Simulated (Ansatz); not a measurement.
Input for Ansatz (a quantum-chemistry and plane-wave program): R-PBE0/def2-TZVPP on SbCl, 2S+1 = 1, a spin state set in the input, which need not be the lowest. Elements past Kr take the def2 small-core potentials; no spin–orbit coupling.

Ansatz 0.2 input:
```yaml
crystal:
  periodic: [false, false, false]
  atoms:
    - {symbol: Cl, position_ang: [0.00000000, 0.00000000, 0.00000000]}
    - {symbol: Sb, position_ang: [0.00000000, 0.00000000, 2.28900000]}
basis:
  gaussian:
    orbitals: def2-TZVPP
hamiltonian:
  xc: {name: PBE0}
relax: {f_tol: 0.002, max_steps: 120}
```

It printed:

```
WARN ansatz: RAYON_NUM_THREADS=1 ignored (pool sized by the plan → 1); use --threads N
Functional definition: PBE0
integrals: 0.03 GiB planned
766 factors; their error is unknown
mean field: 0.25 GiB planned
mean field evaluation 1: about -19055.3185 eV, gradient 1.3e1 eV
mean field evaluation 2: about -19054.6761 eV, gradient 2.0e1 eV
mean field evaluation 4: about -19055.7489 eV, gradient 6.5e-1 eV
mean field evaluation 8: about -19055.9676 eV, gradient 4.8e-1 eV
mean field evaluation 16: about -19055.9678 eV, gradient 1.0e-5 eV
mean field -19055.96781106 eV, -700.2939004576 hartree, gradient 5.3e-5 eV, S^2 0.000000; 2 other end points of the search recorded, 0 dependent functions left out
the calculation of the forces begins
reference -19055.96783311 eV, -700.2939012679 hartree; 20, 20 occupied and 72, 72 virtual orbitals, 766 factors
relax step   1: F+E_penalty+E_count = -19055.96781106 eV  Δ(F+E_penalty+E_count) = +0.000e0 eV  max|allowed force component| = 5.989e-1 eV/Å  Δτ_max = 0.0000 Å  (53 SCF iters, accepted)
these checks for a lower state are left out or cut short: starts, cluster_reference, orbital_swaps, neighbouring_geometries, increment
integrals: 0.03 GiB planned
766 factors; their error is unknown
mean field: 0.25 GiB planned
mean field evaluation 32: about -19055.9785 eV, gradient 2.5e-3 eV
mean field -19055.97851303 eV, -700.2942937478 hartree, gradient 8.1e-6 eV, S^2 0.000000; 0 other end points of the search recorded, 0 dependent functions left out
the calculation of the forces begins
reference -19055.97853524 eV, -700.2942945640 hartree; 20, 20 occupied and 72, 72 virtual orbitals, 766 factors
relax step   2: F+E_penalty+E_count = -19055.97851303 eV  Δ(F+E_penalty+E_count) = -1.070e-2 eV  max|allowed force component| = 8.586e-2 eV/Å  Δτ_max = 0.0218 Å  (32 SCF iters, accepted)
these checks for a lower state are left out or cut short: starts, cluster_reference, orbital_swaps, neighbouring_geometries, increment
integrals: 0.03 GiB planned
766 factors; their error is unknown
mean field: 0.25 GiB planned
mean field -19055.97876837 eV, -700.2943031313 hartree, gradient 8.3e-6 eV, S^2 0.000000; 0 other end points of the search recorded, 0 dependent functions left out
the calculation of the forces begins
reference -19055.97879056 eV, -700.2943039467 hartree; 20, 20 occupied and 72, 72 virtual orbitals, 766 factors
relax step   3: F+E_penalty+E_count = -19055.97876837 eV  Δ(F+E_penalty+E_count) = -2.553e-4 eV  max|allowed force component| = 4.469e-4 eV/Å  Δτ_max = 0.0029 Å  (33 SCF iters, accepted)
integrals: 0.03 GiB planned
766 factors; their error is unknown
mean field: 0.25 GiB planned
mean field evaluation 64: about -19055.9788 eV, gradient 5.5e-5 eV
mean field -19055.97876837 eV, -700.2943031313 hartree, gradient 8.3e-6 eV, S^2 0.000000; 2 other end points of the search recorded, 0 dependent functions left out
the calculation of the forces begins
reference -19055.97879056 eV, -700.2943039467 hartree; 20, 20 occupied and 72, 72 virtual orbitals, 766 factors
Total energy: -19055.97879056 eV, -700.2943039467 hartree
Atom 0 at    -0.000000    -0.000000    -0.018811 Å, force    -0.000000    -0.000000     0.000447 eV/Å
Atom 1 at     0.000000     0.000000     2.307811 Å, force     0.000000     0.000000    -0.000447 eV/Å
Dipole moment:    -0.000000     0.000000     0.362955 e Å
```

Self-consistency was reached.

Cost: about 8 core-seconds (a rough figure).
